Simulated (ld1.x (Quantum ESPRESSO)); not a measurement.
## Before and after: TM potential for Sm (Z = 62)

samarium (Sm), norm-conserving Troullier–Martins (Kleinman–Bylander form), made with ld1.x (Quantum ESPRESSO) 7.5 (PBE, scalar-relativistic). Core [Kr] 4d10 4f6, reference 5s2 5p6 5d0 6s0 6p0 (charge +2). Waves: 5p (bound): rc 2.45 bohr; 5d (bound, empty): rc 2.60 bohr; 5s (bound): rc 2.25 bohr. Local part: the s channel. Core correction: a·sin(br)/r model core, default radius (core density twice the valence density).

Change: wave 5s (bound): rc 2.25 bohr becomes 5s (bound): rc 3.04 bohr.

Cutoffs: the cutoffs (Ry, on a coarse ladder) from which the occupation-weighted sum of valence levels, in a spherical-Bessel basis at the reference potential, stays within 10 and 1 mRy of its value at 400 Ry; they do not see the model core or the augmentation charge, which bear on the density cutoff. Errors are all-electron minus pseudo energies relative to the spin-unpolarised reference configuration.

What does the change do?

The potential gets softer (21 Ry and 35 Ry → 15 Ry and 25 Ry); a bound ghost appears in p, which as a rule spoils a file; the number of tests that count goes from 7 to 5; of the 5 tests that both files solve, the error grows in 4 and shrinks in 1 by more than 15 % and 0.3 meV (median size 78.1 → 3191.3 meV). A larger radius leaves more room for a smooth pseudo-wave, so fewer plane waves are needed.

| quantity | base | changed |
| --- | --- | --- |
| cutoff, loose | 21 Ry | 15 Ry |
| cutoff, tight | 35 Ry | 25 Ry |
| loose cutoff by channel (10 mRy a level) | p 12 Ry, s 15 Ry | p 10 Ry, s 8 Ry |
| bound ghosts | none | p |
| tests counted (converged, no solver errors) | 7 of 7 | 5 of 7 |
| error for 5s2 5p6 5d0 6s1 6p0, meV [ΔE -11.09 eV] | +1113 | +3291 |
| error for 5s2 5p6 5d1 6s0 6p0, meV [ΔE -9.68 eV] | -78 | -48 |
| error for 5s2 5p6 5d1 6s1 6p0, meV [ΔE -15.03 eV] | +606 | +2338 |
| error for 5s2 5p6 5d0 6s0 6p2, meV [ΔE -12.03 eV] | -43 | +4062 |
| error for 5s2 5p6 5d0 6s0 6p1, meV [ΔE -7.96 eV] | -28 | +3191 |

Changed file: Tests not counted: 5s2 5p6 5d0 6s2 6p0 (solver errors, printed error -589 eV); 5s2 5p6 5d0 6s1.5 6p0 (solver errors, printed error -743 eV). These tests converged, but a pseudo level misses the all-electron one widely, so the file describes the atom poorly there or has found another state: 5s2 5p6 5d0 6s1 6p0: 6s by 2.3 eV; 5s2 5p6 5d1 6s0 6p0: empty 6s by 2.3 eV; 5s2 5p6 5d1 6s1 6p0: 6s by 1.9 eV; 5s2 5p6 5d0 6s0 6p2: 5s by 5.0 eV; 5s2 5p6 5d0 6s0 6p1: 5p by 2.8 eV. A true bound ghost makes a file unfit for plane-wave use even where its test errors are small: the radial tests pick states by their node count and pass the ghost by. Where a test does run into it, the solver fails or the error is huge.
